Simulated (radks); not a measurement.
The numbers below are computed, except where a source is named.
Task: All-electron atom: neutral argon in [Ar]. Level of theory: non-relativistic Kohn-Sham, LDA (Slater exchange, Perdew-Wang correlation), spin-unpolarised, spherical densities, point nucleus; hard spherical wall at 3.5 bohr (a radial shooting solver on a logarithmic mesh with Libxc functionals). Some entries of the table are withheld. Estimate them.

| orbital | occ. | eigenvalue (eV) | r(max) (bohr) | <r^2> (bohr^2) |
|---|---|---|---|---|
| 1s | 2 | -3089.675 | (1) | 0.01003 |
| 2s | 2 | (2) | 0.3417 | 0.2076 |
| 2p | 6 | -223.3701 | 0.2816 | 0.1783 |
| 3s | 2 | -19.6700 | 1.190 | 2.218 |
| 3p | 6 | -5.6211 | 1.297 | 2.637 |
| 3d | 0 | 15.0564 | 1.665 | 3.397 |
| 4s | 0 | 26.7066 | 2.489 | 5.040 |
| 4p | 0 | (3) | 2.555 | (4) |

Result: 
(1) 1s r(max) (bohr): 0.05668
(2) 2s eigenvalue (eV): -287.4195
(3) 4p eigenvalue (eV): 35.1957
(4) 4p <r^2> (bohr^2): 4.864
